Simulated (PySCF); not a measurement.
## Distorted geometries of [Lu(NH3)3]3+

[Lu(NH3)3]3+ (singlet in the valence; each metal's 4f electrons, 14 of them, lie in its core potential, out of spins and levels). PySCF 2.14.0, RKS TPSS, Lu lcecp-1-SVP with ECP60, N def2-SVP, H def2-SVP; non-relativistic Hamiltonian with scalar-relativistic core potentials where named; density fitting; no spin-orbit coupling. Relaxed geometry:

```xyz
13

Lu    0.0000    0.0000    0.0058
N     2.3577    0.0009   -0.0079
H     2.8127   -0.2541    0.8977
H     2.8067   -0.6595   -0.6813
H     2.8091    0.9129   -0.2423
N    -1.1796    2.0414   -0.0079
H    -1.1863    2.5629    0.8977
H    -0.8322    2.7604   -0.6813
H    -2.1951    1.9763   -0.2423
N    -1.1781   -2.0423   -0.0079
H    -1.6264   -2.3088    0.8977
H    -1.9745   -2.1009   -0.6813
H    -0.6140   -2.8892   -0.2423
```

Task: Order these distorted geometries by energy above the relaxed one, lowest first.
A.
```xyz
13

Lu    0.0247    0.0000    0.0508
N     2.3490   -0.0289   -0.0457
H     2.8007   -0.2997    0.8959
H     2.7688   -0.6467   -0.6577
H     2.8014    0.8805   -0.2749
N    -1.1257    2.0782   -0.0122
H    -1.2076    2.5630    0.8827
H    -0.8241    2.7396   -0.6926
H    -2.1899    1.9760   -0.2719
N    -1.1575   -1.9937   -0.0251
H    -1.6732   -2.3823    0.8977
H    -1.9340   -2.0568   -0.6158
H    -0.6326   -2.8292   -0.2268
```
B.
```xyz
13

Lu    0.0132   -0.0253    0.0642
N     2.3568    0.0868   -0.0826
H     2.7559   -0.2658    0.9028
H     2.8432   -0.7660   -0.7889
H     2.8758    0.9258   -0.2231
N    -1.1855    2.0563    0.0141
H    -1.2506    2.5696    0.8723
H    -0.8679    2.7849   -0.6510
H    -2.1410    1.9629   -0.1027
N    -1.2640   -1.9545    0.0234
H    -1.6157   -2.3669    0.8571
H    -1.9483   -2.1041   -0.6986
H    -0.5717   -2.9037   -0.2826
```
C.
```xyz
13

Lu    0.0021   -0.0667   -0.3138
N     2.4575   -0.1231   -0.1810
H     2.9068    0.1435    1.0255
H     2.8331   -0.5787   -0.5688
H     3.0484    0.8694   -0.1334
N    -1.4031    1.9910    0.0294
H    -1.0261    2.4243    0.7664
H    -0.8711    2.6106   -0.7679
H    -2.2580    2.1660   -0.2576
N    -1.4408   -2.1711    0.1657
H    -1.4825   -2.3929    1.0779
H    -2.0172   -2.2257   -0.7774
H    -0.7491   -2.6466   -0.1604
```

Result: A (0.58 eV), B (1.38 eV), C (10.25 eV).

Task: Which forces (eV/Å) act in the one that lies 0.58 eV up?

Result: 
```
Lu  -0.19  0.35  0.02
N   -1.03  1.98  3.45
H   -0.37  0.38 -0.97
H    1.58 -2.48 -2.49
H    0.08  0.11  0.05
N   -2.61 -2.48  0.13
H    0.21  0.69  0.67
H    0.79  1.57 -1.15
H    1.63  0.08  0.34
N    0.06 -0.11  4.30
H    1.14  1.12 -1.42
H   -2.29 -0.02 -2.28
H    1.01 -1.21 -0.64
```
Forces carry noise of the integration grid, about 0.01 to 0.03 eV/Å.

No frequency check is given that shows the relaxed geometry to be a minimum. An lcecp potential fixes the number of 4f electrons, so in runs with it no electron can move into or out of that shell.
